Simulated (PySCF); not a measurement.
## UHF on V⁺ (vanadium, charge +1)

Configuration: [Ar] 3d3 4s1, high-spin 5F determinant (an excited configuration). Calculation: PySCF 2.14, in ANO-RCC-VTZP; scalar relativity by spin-free X2C-1e.

```json
{
 "Total energy": "-947.930867 hartree",
 "One-electron energy": "-1294.9601 hartree",
 "Hartree (Coulomb) energy": "391.5374 hartree",
 "Exchange energy": "-44.5081 hartree",
 "⟨S²⟩": "6.0024",
 "⟨L²⟩": "12.034",
 "Sum of ⟨r⟩": "17.57 bohr",
 "Sum of ⟨r²⟩": "28.67 bohr²",
 "Langevin diamagnetic susceptibility": "-22.7 ×10⁻⁶ cm³/mol"
}
```

| shell | electrons | mean orbital energy (eV) | rms radius, mean of both spins (bohr) |
| --- | --- | --- | --- |
| 1s α | 1 | -5527.9 | 0.0768 |
| 1s β | 1 | -5527.8 | 0.0768 |
| 2s α | 1 | -665.77 | 0.332 |
| 2s β | 1 | -664.04 | 0.332 |
| 2p α | 3 | -554.32 | 0.303 |
| 2p β | 3 | -552.68 | 0.303 |
| 3s α | 1 | -98.326 | 1.02 |
| 3s β | 1 | -92.251 | 1.02 |
| 3p α | 3 | -66.299 | 1.11 |
| 3p β | 3 | -59.103 | 1.11 |
| 3d α | 3 | -21.460 | 1.49 |
| 4s α | 1 | -13.678 | 3.44 |

Densities and radii are taken from the X2C orbitals without a picture-change correction, which distorts them close to the nucleus.

Spin-orbit constants ζ (cm⁻¹) from the X2C one-electron operator on these orbitals: bare nucleus, nucleus screened by l(l+1)(2l+1)/3 electrons, and screened by the Breit-Pauli mean field of the electrons.

```
shell   bare  screened nucleus  mean field
   2p  40730             37190         n/a
   3p   4564              4167         n/a
   3d  354.0             200.1         n/a
```

To first order the Landé constant is A = 50.01 cm⁻¹, so the lowest level has J = 1 and lies 0.0496 eV below the centre of the term. This holds in LS coupling only.
